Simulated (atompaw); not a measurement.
## How hard is this caesium PAW (atompaw) potential?

```json
{
 "Element": "Cs (Z = 55)",
 "Generator": "atompaw 4.2.0.5",
 "Type": "PAW",
 "Functional": "PBE",
 "Relativity": "scalar-relativistic",
 "Frozen core": "[Kr] 4d10",
 "Valence charge": "9",
 "Reference configuration": "5s2 5p6 5d0 6s1 6p0",
 "Partial waves": "5s (bound): rc 2.35 bohr; 6s (bound): rc 2.35 bohr; 5p (bound): rc 3.00 bohr; 6p (bound, empty): rc 3.00 bohr; 5d (bound, empty): rc 3.00 bohr; 5d channel at 0.75 Ry: rc 3.00 bohr",
 "Local potential": "bessel scheme, radius 2.40 bohr",
 "Core correction": "smooth core density matched at 1.70 bohr",
 "Augmentation charge": "sinc compensation charge, radius 2.85 bohr; PAW radius 3.00 bohr; waves and projectors: custom rrkj gramschmidtortho"
}
```

The pseudo-atom Hamiltonian at the reference potential is diagonalised in spherical Bessel functions j_l(qr) that vanish at 20 bohr, with q² up to the cutoff. All-electron valence levels (Ry): 5s -1.9648, 6s -0.1533, 5p -0.9936, 6p -0.0543, 5d -0.0282.

Task: How do the lowest levels (Ry) of each channel move with the cutoff, and are there ghosts?

Result:

| cutoff (Ry) | s #1 | s #2 | p #1 | p #2 | p #3 | d #1 | f #1 | f #2 | Σ f·Δε (mRy) |
| --- | --- | --- | --- | --- | --- | --- | --- | --- | --- |
| 8 | -1.9632 | -0.1530 | -0.9926 | -0.0519 | 0.0579 | -0.0269 | 0.0751 | 0.1896 | 9.1 |
| 10 | -1.9645 | -0.1532 | -0.9934 | -0.0529 | 0.0569 | -0.0276 | 0.0751 | 0.1896 | 1.8 |
| 12 | -1.9647 | -0.1533 | -0.9934 | -0.0535 | 0.0564 | -0.0277 | 0.0751 | 0.1896 | 1.4 |
| 15 | -1.9647 | -0.1533 | -0.9935 | -0.0536 | 0.0562 | -0.0277 | 0.0751 | 0.1896 | 0.5 |
| 18 | -1.9647 | -0.1533 | -0.9936 | -0.0536 | 0.0562 | -0.0277 | 0.0751 | 0.1896 | 0.2 |
| 21 | -1.9647 | -0.1533 | -0.9936 | -0.0536 | 0.0562 | -0.0278 | 0.0751 | 0.1896 | 0.2 |
| 400 | -1.9648 | -0.1533 | -0.9936 | -0.0537 | 0.0562 | -0.0278 | 0.0751 | 0.1896 | 0.0 |

Result: no extra level below or beside the all-electron valence levels (s, p, d, f tested); 10 mRy is reached at 8 Ry and 1 mRy at 15 Ry.
